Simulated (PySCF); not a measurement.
C5H5F, SMILES C=CC=C=CF.

The structure is a stationary point at B3LYP-D3(BJ)/def2-SVP. The structure was generated by enumeration, and PubChem lists no compound with its InChIKey, so it may never have been made. Other conformers were not sampled.

Two levels are set side by side: TDA-PBE/def2-SVPD (PySCF) and TDA-LC-ωPBE/def2-SVPD (PySCF). Vertical, same geometry. The lowest singlet is HOMO−1→LUMO 99 % with PBE and HOMO−1→LUMO 89 % with the other functional; states are paired by order. Differences are taken from unrounded values.

```csv
quantity,TDA-PBE
lowest singlet excitation (eV),4.03
lowest triplet excitation (TDA) (eV),3.12
first bright state (f over 0.05) (eV),5.77
its oscillator strength,0.69
```

These are the TDA-PBE values. What does TDA-LC-ωPBE give? (The exact figures need the calculation; the answer reports its results.)


| quantity | TDA-LC-ωPBE | TDA-PBE minus TDA-LC-ωPBE |
|---|---|---|
| lowest singlet excitation (eV) | 4.96 | -0.93 |
| lowest triplet excitation (TDA) (eV) | 3.09 | 0.03 |
| first bright state (f over 0.05) (eV) | 6.41 | -0.64 |
| its oscillator strength | 1.17 | -0.48 |

Functionals without exact exchange tend to place singlet excitations lower, as here. Differences between two approximate levels are no errors against the true value.

Rough cost on one machine, each run with all the roots and properties that it gave: TDA-LC-ωPBE against TDA-PBE about 3 times.
